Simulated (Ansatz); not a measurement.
Cost and result for the atomization energy of `O=C[NH][SbH2]` (8 atoms, 7 bonds).

Total charge 0; spin multiplicity 1. Correlated methods include outer-core shells of Sb, which these sets cover unevenly. Sb: def2 effective core potential. All single points use the PBE0-D4/def2-TZVP geometry. It is one conformer, not always the lowest. Program: Ansatz. All runs use 2 threads of an Arm Neoverse V2 on a shared host. Times are those of one run each, without the atoms' runs, and a repeat can differ threefold. Electronic energies, without spin–orbit coupling; frozen cores. CCSD(T)/CBS adds CCSD(T) − MP2 in def2-TZVPP to the MP2 limit, and its time is that of the two runs behind it. T1 = 0.017. With those shells the extrapolation isn't a true limit. B3LYP takes the VWN-RPA correlation (the form of Gaussian; ORCA's B3LYP/G).

CCSD(T)/CBS is a level of theory with its own doubt, some kJ/mol a heavy atom from the limit and from the frozen cores, so smaller differences don't rank the functionals.

```csv
level,functions,wall time,atomization (kJ/mol),difference from CCSD(T)/CBS,per bond
LDA (SPW92)/def2-TZVPP,199,1.2 s,3249.2,525.0,75.0
revPBE-D4/def2-TZVPP,199,2 s,2749.8,25.6,3.7
PBE-D4/def2-TZVPP (with forces),199,2.6 s,2837.1,112.9,16.1
CAM-B3LYP-D4/def2-TZVPP,199,3.2 s,2753.2,29.0,4.1
B3LYP-D4/def2-TZVPP (with forces),199,4.2 s,2751.7,27.5,3.9
r2SCAN-D4/def2-TZVPP (with forces),199,5 s,2723.4,-0.8,-0.1
CCSD(T)/def2-SVP,88,5.5 s,2499.0,-225.2,-32.2
B2PLYP/def2-TZVPP,199,6 s,2699.0,-25.2,-3.6
PBE-QIDH/def2-TZVPP,199,6 s,2665.9,-58.3,-8.3
ωB97X-V/def2-TZVPP,199,8.5 s,2754.7,30.5,4.4
MP2/def2-QZVPP,373,17 s,2721.9,-2.3,-0.3
CCSD(T)/def2-TZVPP,199,2.1 min,2624.4,-99.8,-14.3
CCSD(T)/CBS(def2),–,2.4 min,2724.2,0.0,0.0
```

In def2-TZVPP, CCSD(T) changes the Hartree–Fock value by +916.6 kJ/mol (the triples alone add +64.8 kJ/mol) and MP2 by +954.0 kJ/mol; breaking electron pairs costs correlation energy, which Hartree–Fock lacks. From BLYP to BHLYP (50 % exact exchange), in def2-TZVPP and without D4, the atomization energy moves by −173.3 kJ/mol: exact exchange takes away binding that semilocal exchange gives to molecules. At CCSD(T), def2-SVP lies −225.2 kJ/mol from the extrapolated value and def2-TZVPP −99.8 kJ/mol: correlation converges slowly with the basis, and small sets miss more of it in the bonded molecule than in its fragments.
